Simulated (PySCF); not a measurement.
Cl₃ORe, neutral, multiplicity 3. Atoms are numbered in the order given.

```xyz
5

Re     0.0000     0.0000    -0.2643
O      0.0000     0.0000    -1.9586
Cl    -1.7893     1.0330     0.6958
Cl     0.0000    -2.0661     0.6958
Cl     1.7893     1.0330     0.6958
```
Charge 0, spin multiplicity 3.

Geometry optimised at PBE-D3(BJ)/def2-SVP. The spin state was assumed, not searched. The def2 effective core potentials stand for the cores of Re; spin–orbit coupling is left out.

All values below come from PBE-D3(BJ)/def2-SVP in PySCF 2.14.0.

Frequencies are harmonic and unscaled.

Modes within 1.5 cm⁻¹ of each other (mostly degenerate sets) share a row, with their intensities summed.

Computed normal modes with their intensities:
```tsv
mode	ν (cm⁻¹)	IR (km/mol)	moving atoms (share of kinetic energy)
1–2	54	1.7	Cl 91 %
3	117	0.7	Cl 74 %, Re 24 %
4–5	201	0.3	O 74 %, Cl 19 %
6	385	12.7	Cl 91 %, Re 9 %
7–8	387	83.7	Cl 76 %, Re 22 %
9	986	121.6	O 92 %
```
